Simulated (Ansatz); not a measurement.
A nudged elastic band was laid between two geometries of GeH5OS (8 atoms, charge 1, multiplicity 1).

Theory: RKS PBE0/def2-SVP (Ansatz).

| Item | Value |
| --- | --- |
| movable images | 7 |
| climbing image | yes |
| spring | 5.0 eV/Å² |
| optimiser | quadratic models (default) |
| start path | through a guess of the saddle point |
| force threshold | 0.03 eV/Å |
| iteration limit | 57 |
| end points | relaxed |

First end point:

```xyz
8
Properties=species:S:1:pos:R:3
O -1.776 0.067 -0.281
Ge -0.249 0.828 0.032
S 1.223 -1.126 -0.270
H -2.155 0.157 -1.166
H 0.316 1.749 -1.044
H -0.091 1.097 1.520
H 2.192 -0.829 0.634
H 0.541 -1.943 0.574
```

Last end point:

```xyz
8
Properties=species:S:1:pos:R:3
O -1.606 -0.037 -0.369
Ge -0.249 0.895 0.180
S 1.506 -0.804 0.454
H -1.821 -0.017 -1.312
H 0.429 1.812 -0.833
H -0.409 1.254 1.647
H 1.442 -1.356 -0.785
H 0.707 -1.747 1.018
```

Problem. What changes between the two ends?

Solution. No bond is made or broken. The height of S3 over the plane of its neighbours goes from 0.80 to -0.80 Å.

Problem. Give the energies along the band, and the barrier.

Solution. It converged. The highest image is number 3 of 0 to 8, 0.59 eV above the first end and 0.61 eV above the last; the last end lies 0.02 eV below the first. A vibrational analysis at the climbing image gives one clearly imaginary mode, 567i cm⁻¹: a first-order saddle point. Limits of this set-up: the dipole of an ion depends on the origin.

| image | path coordinate (Å) | energy (eV) | height of S3 over the plane of its neighbours (Å) |
| --- | --- | --- | --- |
| 0 | 0.00 | 0.00 | 0.80 |
| 1 | 0.75 | 0.01 | 0.78 |
| 2 | 1.50 | 0.05 | 0.71 |
| 3 | 2.26 | 0.59 | 0.02 |
| 4 | 2.55 | 0.40 | -0.31 |
| 5 | 2.84 | 0.15 | -0.59 |
| 6 | 3.14 | 0.04 | -0.72 |
| 7 | 3.43 | 0.00 | -0.77 |
| 8 | 3.73 | -0.02 | -0.80 |

Problem. What is the geometry of the highest image?

Solution. 
```xyz
8
Properties=species:S:1:pos:R:3
O -1.896 0.308 -0.481
Ge -0.418 0.931 0.154
S 1.112 -1.018 0.261
H -1.998 0.244 -1.441
H 0.489 1.727 -0.777
H -0.554 1.132 1.650
H 2.197 -1.276 -0.497
H 1.067 -2.048 1.131
```

Problem. What are the harmonic wavenumbers there?

Solution. 567i, 113, 169, 222, 306, 408, 536, 638, 724, 792, 814, 894, 1137, 2230, 2292, 2722, 2764, 3855 cm⁻¹.

Time of the run: 8.2 min on 1 thread of Arm Neoverse V1, with other jobs on the host, peak memory 0.18 GiB.
